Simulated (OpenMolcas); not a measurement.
# OpenMolcas run: F2+

Input:

```
&GATEWAY
Coord
1

F 0.0 0.0 0.0
Basis=ANO-RCC-VTZP
Group=XYZ
NoMove
AngMom=0.0 0.0 0.0
AMFI
&SEWARD
Relativistic=R03O02
* reference wave functions (RASSCF and RASSI steps not shown): 5 electrons in 8 orbitals (2s 2p 3s 3p)
>>> COPY JOB001 $Project.JobIph
&CASPT2
Multistate=1 1
Frozen=1 0
IPEA=0.4
Imaginary=0.25
MaxIter=60
WThr=0.0 0.3 0.05
PrWF=0.5
NoMix
>>> COPY JOB002 $Project.JobIph
&CASPT2
XMultistate=8 1 2 3 4 5 6 7 8
Frozen=1 0
IPEA=0.4
Imaginary=0.25
MaxIter=60
WThr=0.0 0.3 0.05
PrWF=0.5
NoMix
>>> COPY JOB003 $Project.JobIph
&CASPT2
XMultistate=3 1 2 3
Frozen=1 0
IPEA=0.4
Imaginary=0.25
MaxIter=60
WThr=0.0 0.3 0.05
PrWF=0.5
NoMix
...
```

Launched by
```bash
OMP_NUM_THREADS=1 MOLCAS_MEM=2252 MOLCAS_PROJECT=a pymolcas a.inp > a.log  # once for each step of the input, in one work folder
```

Output, cut to the results:

```
--- CASPT2 ---
Orbital specifications:
      -----------------------

      Symmetry species                           1   2
                                                ag  au
      Frozen orbitals                            1   0
      Inactive orbitals                          0   0
      Active orbitals                            2   6
      Secondary orbitals                        11  10
      Deleted orbitals                           0   0
      Number of basis functions                 14  16
Type of calculation                        SS-CASPT2
      Fock operator                              state-specific
      IPEA shift                                 0.40
      Real shift                                 0.00
      Imaginary shift                            0.25
      The input orbitals will be transformed to quasi-canonical
Reference energy:         -97.7267739569
      E2 (Non-variational):      -0.0744248136
      Shift correction:          -0.0001374145
      E2 (Variational):          -0.0745622281
      Total energy:             -97.8013361851
      Residual norm:              0.0000001142
      Reference weight:           0.98869
      Contributions to the CASPT2 correlation energy
      Active & Virtual Only:         -0.0744248136
      One Inactive Excited:           0.0000000000
      Two Inactive Excited:           0.0000000000
::    CASPT2 Root  1     Total energy:    -97.80133619
--- CASPT2 ---
Orbital specifications:
      -----------------------

      Symmetry species                           1   2
                                                ag  au
      Frozen orbitals                            1   0
      Inactive orbitals                          0   0
      Active orbitals                            2   6
      Secondary orbitals                        11  10
      Deleted orbitals                           0   0
      Number of basis functions                 14  16
Type of calculation                        XMS-CASPT2
      Fock operator                              state-average
      IPEA shift                                 0.40
      Real shift                                 0.00
      Imaginary shift                            0.25
      The input orbitals will be transformed to quasi-canonical
      The input states will be rotated to diagonalize the Fock operator
Reference energy:         -97.5553716161
      E2 (Non-variational):      -0.0857091526
      Shift correction:          -0.0001609177
      E2 (Variational):          -0.0858700704
      Total energy:             -97.6412416865
      Residual norm:              0.0000003201
      Reference weight:           0.98683
      Contributions to the CASPT2 correlation energy
      Active & Virtual Only:         -0.0857091526
      One Inactive Excited:           0.0000000000
      Two Inactive Excited:           0.0000000000
Reference energy:         -97.5553716161
      E2 (Non-variational):      -0.0858441810
      Shift correction:          -0.0001618745
      E2 (Variational):          -0.0860060555
      Total energy:             -97.6413776716
      Residual norm:              0.0000003425
      Reference weight:           0.98678
      Contributions to the CASPT2 correlation energy
      Active & Virtual Only:         -0.0858441810
      One Inactive Excited:           0.0000000000
      Two Inactive Excited:           0.0000000000
::    XMS-CASPT2 Root  1     Total energy:    -97.64214197
::    XMS-CASPT2 Root  2     Total energy:    -97.64203027
::    XMS-CASPT2 Root  3     Total energy:    -97.64161421
::    XMS-CASPT2 Root  4     Total energy:    -97.64120140
::    XMS-CASPT2 Root  5     Total energy:    -97.64067291
::    XMS-CASPT2 Root  6     Total energy:    -97.56317546
::    XMS-CASPT2 Root  7     Total energy:    -97.56316743
::    XMS-CASPT2 Root  8     Total energy:    -97.56316552
--- CASPT2 ---
Orbital specifications:
      -----------------------

      Symmetry species                           1   2
                                                ag  au
      Frozen orbitals                            1   0
      Inactive orbitals                          0   0
      Active orbitals                            2   6
      Secondary orbitals                        11  10
      Deleted orbitals                           0   0
      Number of basis functions                 14  16
Type of calculation                        XMS-CASPT2
      Fock operator                              state-average
      IPEA shift                                 0.40
      Real shift                                 0.00
      Imaginary shift                            0.25
      The input orbitals will be transformed to quasi-canonical
      The input states will be rotated to diagonalize the Fock operator
Reference energy:         -97.0319664923
      E2 (Non-variational):      -0.0756409571
      Shift correction:          -0.0003904787
      E2 (Variational):          -0.0760314358
      Total energy:             -97.1079979281
      Residual norm:              0.0000008153
      Reference weight:           0.98395
      Contributions to the CASPT2 correlation energy
      Active & Virtual Only:         -0.0756409571
      One Inactive Excited:           0.0000000000
      Two Inactive Excited:           0.0000000000
Reference energy:         -97.0319664923
      E2 (Non-variational):      -0.0756277976
      Shift correction:          -0.0003898039
      E2 (Variational):          -0.0760176015
      Total energy:             -97.1079840938
      Residual norm:              0.0000008165
      Reference weight:           0.98397
      Contributions to the CASPT2 correlation energy
      Active & Virtual Only:         -0.0756277976
      One Inactive Excited:           0.0000000000
      Two Inactive Excited:           0.0000000000
::    XMS-CASPT2 Root  1     Total energy:    -97.10800502
::    XMS-CASPT2 Root  2     Total energy:    -97.10798602
...
```

In XMS-CASPT2 the single-state energies belong to rotated reference states; over a whole degenerate manifold the rotation is arbitrary, and only the multistate roots count.

Levels above the lowest, from the spin-orbit matrix with the multistate effective Hamiltonian, averaged by term, added to it:

```json
{"Configuration": "2s² 2p³", "Term": "⁴S°", "J": "3/2", "E (cm⁻¹)": "0.0", "Measured (cm⁻¹)": "0.0", "g": "2.002", "Term weight %": "100"}
{"Configuration": "2s² 2p³", "Term": "²D°", "J": "3/2", "E (cm⁻¹)": "35060", "Measured (cm⁻¹)": "", "g": "0.800", "Term weight %": "100"}
{"Configuration": "2s² 2p³", "Term": "²D°", "J": "5/2", "E (cm⁻¹)": "35080", "Measured (cm⁻¹)": "", "g": "1.200", "Term weight %": "100"}
{"Configuration": "2s² 2p³", "Term": "²P°", "J": "1/2", "E (cm⁻¹)": "52270", "Measured (cm⁻¹)": "", "g": "0.666", "Term weight %": "100"}
{"Configuration": "2s² 2p³", "Term": "²P°", "J": "3/2", "E (cm⁻¹)": "52290", "Measured (cm⁻¹)": "", "g": "1.334", "Term weight %": "100"}
{"Configuration": "2s 2p⁴", "Term": "⁴P", "J": "5/2", "E (cm⁻¹)": "152000", "Measured (cm⁻¹)": "151898", "g": "1.601", "Term weight %": "100"}
{"Configuration": "2s 2p⁴", "Term": "⁴P", "J": "3/2", "E (cm⁻¹)": "152290", "Measured (cm⁻¹)": "152235", "g": "1.735", "Term weight %": "100"}
{"Configuration": "2s 2p⁴", "Term": "⁴P", "J": "1/2", "E (cm⁻¹)": "152460", "Measured (cm⁻¹)": "152410", "g": "2.671", "Term weight %": "100"}
{"Configuration": "2s 2p⁴", "Term": "²D", "J": "3/2", "E (cm⁻¹)": "212680", "Measured (cm⁻¹)": "210256", "g": "0.800", "Term weight %": "100"}
{"Configuration": "2s 2p⁴", "Term": "²D", "J": "5/2", "E (cm⁻¹)": "212690", "Measured (cm⁻¹)": "210240", "g": "1.200", "Term weight %": "100"}
```

Against the 5 measured excited levels shown (Moore, Atomic Energy Levels, vol. I, NSRDS-NBS 35 (1971 reprint of NBS Circular 467, 1949)) the mean absolute deviation is 1000 cm-1; the largest miss in energy is 2s 2p⁴ ²D_5/2: computed 212690, measured 210240 cm⁻¹ (+1.2 %).

CASPT2 does not keep the components of a term degenerate, so their means are used; among the terms shown or strongly mixed into the levels shown the widest spread is 700 cm-1 (2s 2p⁴ ²D). Active for correlation alone: 3p 3s; no level in the range computed is led by a configuration that fills them, so any true level of that kind is missing. Measured partners are found by configuration, term and J. A level has none where our copy of the source lacks it or the pairing is in doubt (some pairs that miss far off the trend of their configuration count as doubtful), and it then counts in no deviation. Only configurations of the active space appear. The first state left out of the spin-orbit step lies near 280000 cm-1 above the lowest spin-free state of the reference (among the parities and spins computed), and the list stops at four fifths of that energy or lower.

The CASPT2 steps took 7.2 s on 1 thread of Arm Neoverse N1 (shared host); the integral step is not counted.

The term weight is that of the spin-free term in the level, not the purity of its configuration. ° marks odd parity.
